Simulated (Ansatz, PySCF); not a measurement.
Pulling on the Se1–H2 bond in H2OSe (SMILES O[SeH]) (multiplicity 1 held, fragments rigid). Energies count from the point at 1.482 Å.
Geometry at that point (charge 0, multiplicity 1):
```xyz
4

Se    -0.24233    -0.06338     0.28132
H     -1.32816    -0.38741    -0.67321
O      1.06518     0.17874    -0.96080
H      1.04608     1.11225    -1.20510
```

Restricted levels (R-, RO-) in cc, def2 and unpolarised 6-31G sets keep to the state of the molecule at rest. Unrestricted levels (U-) break spin symmetry where that is lower. Curves can end on different states.

Rows in LANL2DZ carry no dispersion term and start afresh at each structure. LANL2DZ brings its own core potentials from Na on.

Run with Ansatz (Gaussian basis) for Hartree–Fock, density functionals and correlated methods; PySCF for LANL2DZ rows. Each number belongs to the level named beside it.

Task: Estimate the energy at R = 4.741 Å that R-HF/cc-pVTZ returns for this input.

Result: 168.2 kcal/mol

Task: Predict the energy at R = 4.741 Å from R-wB97X-V/cc-pVTZ.

Result: 149.4 kcal/mol

Task: Estimate the energy at R = 4.741 Å that U-HF/LANL2DZ returns for this input.

Result: 45.5 kcal/mol

Doubts at one or more of the structures used: a spin-contaminated determinant (U-HF/LANL2DZ); a restricted determinant that unrestricted orbitals would lower (R-HF/cc-pVTZ, R-wB97X-V/cc-pVTZ).

Ansatz is a first-principles code.
